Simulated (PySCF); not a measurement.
Members of one series of related molecules.

All values: PBE0/pcSseg-1 (PySCF) at GFN2-xTB geometries, gas phase, one conformer each.

(1) Rank by LUMO energy, highest first.
A. `CCC[C@H](F)[SiH2]N(C)C`
B. `C#CC[C@H](F)[SiH2]N(C)C`
C. `CN(C)[SiH2][C@@H](F)CCF`
D. `CN(C)[SiH2][C@H](F)CC#N`
E. `CC#CC[C@H](F)[SiH2]N(C)C`

## Answers

(1) C (1.17 eV), A (0.96 eV), E (0.79 eV), B (0.64 eV), D (0.40 eV).

All values together:

| SMILES | change | formula | μ (D) | HOMO (eV) | LUMO (eV) | lowest IAO charge (e) | highest IAO charge (e) | lowest Hirshfeld charge (e) | highest Hirshfeld charge (e) |
| --- | --- | --- | --- | --- | --- | --- | --- | --- | --- |
| C[C@@H](F)[SiH2]N(C)C | parent | C4H12FNSi | 1.59 | -6.39 | 0.91 | -0.507 (N) | +0.873 (Si) | -0.173 (N) | +0.358 (Si) |
| CN(C)[SiH2][C@@H](F)CC[SiH3] | H on C replaced by CH2SiH3 | C5H16FNSi2 | 1.66 | -6.39 | 0.68 | -0.534 (C) | +0.863 (Si) | -0.176 (N) | +0.352 (Si) |
| CN(C)[SiH2][C@@H](F)CF | H on C replaced by F | C4H11F2NSi | 1.18 | -6.47 | 0.60 | -0.505 (N) | +0.874 (Si) | -0.175 (N) | +0.353 (Si) |
| CCC[C@H](F)[SiH2]N(C)C | H on C replaced by C2H5 | C6H16FNSi | 1.26 | -6.33 | 0.96 | -0.505 (N) | +0.876 (Si) | -0.176 (N) | +0.354 (Si) |
| C#CC[C@H](F)[SiH2]N(C)C | H on C replaced by ethynyl | C6H12FNSi | 1.32 | -6.41 | 0.64 | -0.504 (N) | +0.875 (Si) | -0.175 (N) | +0.352 (Si) |
| CN(C)[SiH2][C@@H](F)CCC#N | H on C replaced by CH2CN | C6H13FN2Si | 4.62 | -6.63 | 0.52 | -0.509 (N) | +0.878 (Si) | -0.233 (N) | +0.365 (Si) |
| CC#CC[C@H](F)[SiH2]N(C)C | H on C replaced by propynyl | C7H14FNSi | 1.93 | -6.34 | 0.79 | -0.504 (N) | +0.875 (Si) | -0.175 (N) | +0.350 (Si) |
| CN(C)[SiH2][C@H](F)CC#N | H on C replaced by CN | C5H11FN2Si | 5.37 | -6.84 | 0.40 | -0.510 (N) | +0.877 (Si) | -0.230 (N) | +0.366 (Si) |
| C=CC[C@H](F)[SiH2]N(C)C | H on C replaced by vinyl | C6H14FNSi | 1.47 | -6.39 | 0.29 | -0.504 (N) | +0.876 (Si) | -0.176 (N) | +0.356 (Si) |
| CN(C)[SiH2][C@@H](F)CCF | H on C replaced by CH2F | C5H13F2NSi | 1.31 | -6.27 | 1.17 | -0.509 (N) | +0.869 (Si) | -0.178 (N) | +0.339 (Si) |

Conformers: `[CH3:1][C@@H:2]([F:3])[SiH2:4][N:5]([CH3:6])[CH3:7]` with C1–C2–Si4–N5 -50°, C2–Si4–N5–C6 160°; `[CH3:1][N:2]([CH3:3])[SiH2:4][C@@H:5]([F:6])[CH2:7][CH2:8][SiH3:9]` with C1–N2–Si4–C5 165°, N2–Si4–C5–F6 87°, Si4–C5–C7–C8 -54°, C5–C7–C8–Si9 -175°; `[CH3:1][N:2]([CH3:3])[SiH2:4][C@@H:5]([F:6])[CH2:7][F:8]` with C1–N2–Si4–C5 -41°, N2–Si4–C5–F6 73°, Si4–C5–C7–F8 62°; `[CH3:1][CH2:2][CH2:3][C@H:4]([F:5])[SiH2:6][N:7]([CH3:8])[CH3:9]` with C1–C2–C3–C4 176°, C2–C3–C4–F5 -64°, C3–C4–Si6–N7 -166°, C4–Si6–N7–C8 166°; `[CH:1]#[C:2][CH2:3][C@H:4]([F:5])[SiH2:6][N:7]([CH3:8])[CH3:9]` with C2–C3–C4–F5 -168°, C3–C4–Si6–N7 -163°, C4–Si6–N7–C8 -44°; `[CH3:1][N:2]([CH3:3])[SiH2:4][C@@H:5]([F:6])[CH2:7][CH2:8][C:9]#[N:10]` with C1–N2–Si4–C5 -159°, N2–Si4–C5–F6 -72°, Si4–C5–C7–C8 175°, C5–C7–C8–C9 -66°; `[CH3:1][C:2]#[C:3][CH2:4][C@H:5]([F:6])[SiH2:7][N:8]([CH3:9])[CH3:10]` with C3–C4–C5–F6 -172°, C4–C5–Si7–N8 -166°, C5–Si7–N8–C9 164°; `[CH3:1][N:2]([CH3:3])[SiH2:4][C@H:5]([F:6])[CH2:7][C:8]#[N:9]` with C1–N2–Si4–C5 -50°, N2–Si4–C5–F6 73°, Si4–C5–C7–C8 -169°; `[CH2:1]=[CH:2][CH2:3][C@H:4]([F:5])[SiH2:6][N:7]([CH3:8])[CH3:9]` with C1–C2–C3–C4 -117°, C2–C3–C4–F5 -64°, C3–C4–Si6–N7 -164°, C4–Si6–N7–C8 -42°; `[CH3:1][N:2]([CH3:3])[SiH2:4][C@@H:5]([F:6])[CH2:7][CH2:8][F:9]` with C1–N2–Si4–C5 165°, N2–Si4–C5–F6 84°, Si4–C5–C7–C8 -55°, C5–C7–C8–F9 75°.

Give the shifts from the parent, `C[C@@H](F)[SiH2]N(C)C`.

```
                      SMILES  change in μ (D)  change in HOMO (eV)  change in LUMO (eV)
CN(C)[SiH2][C@@H](F)CC[SiH3]            +0.07                 0.00                -0.23
      CN(C)[SiH2][C@@H](F)CF            -0.41                -0.08                -0.31
      CCC[C@H](F)[SiH2]N(C)C            -0.33                +0.06                +0.05
     C#CC[C@H](F)[SiH2]N(C)C            -0.27                -0.02                -0.27
   CN(C)[SiH2][C@@H](F)CCC#N            +3.03                -0.24                -0.39
    CC#CC[C@H](F)[SiH2]N(C)C            +0.34                +0.05                -0.12
     CN(C)[SiH2][C@H](F)CC#N            +3.78                -0.45                -0.51
     C=CC[C@H](F)[SiH2]N(C)C            -0.12                 0.00                -0.62
     CN(C)[SiH2][C@@H](F)CCF            -0.28                +0.12                +0.26
```
